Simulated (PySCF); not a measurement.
Species: C₇H₁₁BO₂.
Structure used (PBE0-D3(BJ)/def2-SVP), in Å, numbered top down from 1:
```xyz
21
C7H11BO2 angstrom
C      4.3283   -0.8282   -1.6284
C      3.4183   -0.3665   -0.9689
B      2.2711    0.2129   -0.1383
O      2.3842    0.5017    1.1882
C      1.1384    1.0092    1.6316
C      0.2082    0.9747    0.3955
C     -1.0094    0.0878    0.5650
C     -1.8887    0.0124   -0.6738
C     -3.0766   -0.9206   -0.5068
O      1.0406    0.4852   -0.6558
H      5.1330   -1.2364   -2.2136
H      1.2782    2.0282    2.0256
H      0.7563    0.3763    2.4497
H     -0.1166    1.9914    0.1132
H     -0.6636   -0.9239    0.8456
H     -1.5930    0.4658    1.4239
H     -2.2422    1.0276   -0.9272
H     -1.2673   -0.3120   -1.5240
H     -3.6945   -0.9539   -1.4165
H     -3.7262   -0.6028    0.3250
H     -2.7481   -1.9503   -0.2920
```

All values: PBE0/pcSseg-1 (PySCF, non-relativistic), on one gas-phase PBE0-D3(BJ)/def2-SVP geometry that isn't relaxed in the solvent. The solvent is an IEF-PCM continuum (cavity from Bondi-type radii × 1.2). Specific hydrogen bonds and non-electrostatic terms are outside this model.

```
run  E − E(gas) (kcal/mol)  HOMO (eV)  HOMO–LUMO gap (eV)  dipole (D)
gas                   0.00      -8.11                7.63        1.96
  P                  -6.40      -8.06                7.37        2.49
  Q                  -2.90      -8.08                7.51        2.19
```

Question: The runs were made in acetone and benzene. Which run belongs to which solvent?

Answer: P = acetone, Q = benzene. The dielectric constants are 2.271 (benzene), 20.49 (acetone), and the energy falls further as ε rises. In this model the ground state sees the solvent through ε alone.

Question: How constant is the ratio of the lowering to (ε − 1)/(2ε + 1)?

Answer: 
```
solvent  (ε − 1)/(2ε + 1)  E − E(gas) (kcal/mol)  ratio (kcal/mol)  polarisation term (kcal/mol)
benzene             0.229                  -2.90             -12.6                         -3.10
acetone             0.464                  -6.40             -13.8                         -7.42
```

The ratio changes by +9.0 % in size from benzene to acetone. The polarisation term is half the interaction of the solute with the induced surface charges.
